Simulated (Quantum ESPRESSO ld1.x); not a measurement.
Values are calculated unless marked as measured or tabulated.
One sound ld1.x (Quantum ESPRESSO 7.5) input for the chromium ion Cr+ gives E = -1041.7636 hartree in 26 iterations:

```
 &input
    zed=24.0,
    iswitch=1,
    rel=0,
    dft='PW',
    config='[Ar] 3d5',
    prefix='ld1',
    max_out_wfc=37,
    file_charge='ld1.rho',
 /
```

Changed or added lines, one case at a time, and what came of them:

- config='[Ar] 3d': refused. The program stops in el_config with "no occupancy field?": each term needs its occupation.
- config='[Ar] 3d5 8s1': refused. The program stops in el_config with "wrong main quantum number": the config string takes n from 1 to 7 alone.
- rmax=1000.0: harmless. The energy moves by less than 1e-5 hartree against the default mesh (-1041.7636 hartree).
- config='[Ar] 3d5 5g1': refused. The program stops in el_config with "l not found:G": the config string knows s, p, d and f alone.
- atom='Jo' (without zed): crashed. The symbol names no element; the program warns, takes a nuclear charge of zero and dies without a result.
- rel=2 lsd=1: refused. The program stops in ld1_readin with "local spin density and spin-orbit not allowed": spin polarisation goes with rel = 0 or 1 alone.
- config='[Ar] 3d5 4p4': not converged. The string holds 27 electrons for Z = 24, so the species has charge -3 and is not the one meant. The extra electrons are not bound, and the cycle does not converge.
